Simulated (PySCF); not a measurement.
Method: PySCF 2.14.0 with M06-2X/def2-TZVP. All species are isolated molecules in the gas phase. Delta-SCF ions had no search for a lower state. 

Reference species (SMILES): `B` (neutral, multiplicity 1).

The HOMO is -11.26 eV and the vertical ionisation energy (Delta-SCF) is 13.21 eV.

Changed species: `BO` (X = hydroxy; the reference has X = H).

What does the change do to the HOMO and vertical ionisation energy (Delta-SCF)?

the HOMO goes up by 0.98 eV, to -10.28 eV; the vertical ionisation energy (Delta-SCF) falls by 1.21 eV, to 12.00 eV.
